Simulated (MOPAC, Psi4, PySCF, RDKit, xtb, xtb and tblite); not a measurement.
Two geometries of SMILES [GeH3][SiH2][SeH], relaxed at GFN2-xTB with one dihedral held; other torsions can differ between them too.

Structure A

```
9

Ge    -1.2844     0.3696    -0.0973
Si     0.6633    -0.9192     0.0939
Se     2.5619     0.3534    -0.0599
H     -2.5255    -0.4601     0.0049
H     -1.4484     1.4182     0.9605
H     -1.4329     1.1189    -1.3826
H      0.8260    -1.8484    -1.0192
H      0.7258    -1.6388     1.3666
H      2.2773     1.1879     1.0720
```

Structure B

```
9

Ge    -1.2833     0.3608    -0.1108
Si     0.6585    -0.9322     0.0718
Se     2.5255     0.3852    -0.0546
H     -2.5319    -0.4536     0.0053
H     -1.4228     1.4200     0.9403
H     -1.4341     1.1082    -1.3983
H      0.8109    -1.8808    -1.0276
H      0.7178    -1.6466     1.3476
H      1.8746     1.6208     0.2811
```

**Question.** Which is lower in energy at the level DF-MP2 (frozen core)/cc-pVTZ // GFN2-xTB (Psi4), and by how much?

**Answer.** A is lower, by 0.41 kcal/mol (dihedral Ge1–Si2–Se3–H9: 60° in A, 20° in B).

E(B) − E(A) in kcal/mol at the other levels, on the same two geometries: GFN2-xTB (xtb and tblite) -0.19; B3LYP/def2-TZVP // GFN2-xTB (Psi4) 0.61; B3LYP-D3(BJ)/def2-TZVP // GFN2-xTB (Psi4) 0.49; PBE/def2-TZVP // GFN2-xTB (Psi4) 0.56; PBE-D3(BJ)/def2-TZVP // GFN2-xTB (Psi4) 0.50; wB97X-D/def2-TZVP // GFN2-xTB (Psi4) 0.44; HF/cc-pVTZ // GFN2-xTB (Psi4) 0.66; UFF // GFN2-xTB (RDKit) 0.02; PM6, restricted, heats of formation // GFN2-xTB (MOPAC) 0.86; PM7, restricted, heats of formation // GFN2-xTB (MOPAC) 0.61; GFN1-xTB // GFN2-xTB (xtb) 0.07; restricted B3LYP/6-31G*, spherical d, density fitting // GFN2-xTB (PySCF) 0.79; restricted Hartree-Fock/LANL2DZ, with its core potentials past Ne // GFN2-xTB (PySCF) 0.64; restricted BP86/6-31G*, spherical d, density fitting // GFN2-xTB (PySCF) 0.82.
